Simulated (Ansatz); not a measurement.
Species: CrO₃ (charge 0, singlet). 
Structure (B3LYP-D3(BJ)/def2-TZVP (Ansatz, a first-principles code) minimum search):
```
Cr
O 1 1.5765
O 1 1.5765 2 115.49
O 1 1.5765 2 115.49 3 -139.07
```

Wanted: vertical ionisation energy (to the doublet state of charge +1; each state is the SCF solution reached for its spin; the molecule has degenerate orbitals, so one determinant may break the symmetry; the UHF <S^2> is 3.21 for the doublet (pure: 0.75); for the doublet T1 is 0.140; for the singlet the Hartree-Fock reference is unstable and T1 is 0.051), in eV. Valence correlation only, unless marked. UHF or UKS for open shells. No spin-orbit coupling. The frozen core is the preceding noble-gas configuration, with the filled d and f shells of earlier blocks. No relativistic terms. Basis-set limits of correlation are two-point, X^-3; Hartree-Fock from the larger set. The program attaches cautions to a run behind HF/def2-SVPD: large difference. The program attaches cautions to a run behind MP2/def2-SVPD: large difference. The program attaches cautions to a run behind CCSD/def2-SVPD: large difference.

| level | program | vertical ionisation energy (eV) |
|---|---|---|
| HF/def2-SVPD | Ansatz | 5.59 |
| HF/def2-TZVPPD | Ansatz | 5.75 |
| HF/def2-QZVPPD | Ansatz | 5.72 |
| SVWN5/def2-TZVPD | Ansatz | 11.72 |
| B3LYP/def2-TZVPD | Ansatz | 11.82 |
| PBE0/def2-TZVPD | Ansatz | 11.75 |
| BHLYP/def2-TZVPD | Ansatz | 10.96 |
| CAM-B3LYP/def2-TZVPD | Ansatz | 11.96 |
| wB97X-V/def2-TZVPD | Ansatz | 11.89 |
| MP2/def2-SVPD | Ansatz | 20.53 |
| RI-MP2/def2-TZVPPD | Ansatz | 20.43 |
| RI-MP2/def2-QZVPPD | Ansatz | 20.57 |
| RI-MP2/CBS(def2-TZVPPD,def2-QZVPPD) | Ansatz | 20.70 |
| CCSD/def2-SVPD | Ansatz | 11.11 |
